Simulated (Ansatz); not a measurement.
Two isomers of CH4FIOSi: A = `F[SiH2]OCI`, B = `O[SiH](I)CF`.

Gas-phase electronic energies from Ansatz, PBE0-D4/def2-TZVP geometries. CCSD(T)/CBS adds triple-zeta CCSD(T) − MP2 to the extrapolated MP2 energy (def2 sets, frozen cores). Functionals use def2-TZVPP. B3LYP here is the variant with VWN-RPA as its local correlation; programs differ in this. def2 core potentials past Kr. For I outer-core shells are correlated without core-valence functions, which leaves a few kJ/mol of doubt a bond. One conformer a species, not always the lowest.

(1) Which isomer does CCSD(T)/CBS put lower? Give the gap. (Estimate.)

(2) Give E(B) − E(A) in kcal/mol with HF/def2-TZVPP, B3LYP-D4, CCSD(T)/def2-TZVPP, B3LYP, MP2/def2-TZVPP, CCSD/def2-TZVPP, PBE-D4. (Estimate.)

Largest T1 diagnostic: 0.011.

## Answers

(1) The calculation gave: A, by 8.3 kcal/mol.

(2) Ansatz gave: HF/def2-TZVPP 8.9, B3LYP-D4 8.6, CCSD(T)/def2-TZVPP 9.0, B3LYP 8.5, MP2/def2-TZVPP 8.9, CCSD/def2-TZVPP 8.8, PBE-D4 5.2. None reverses the order clearly.
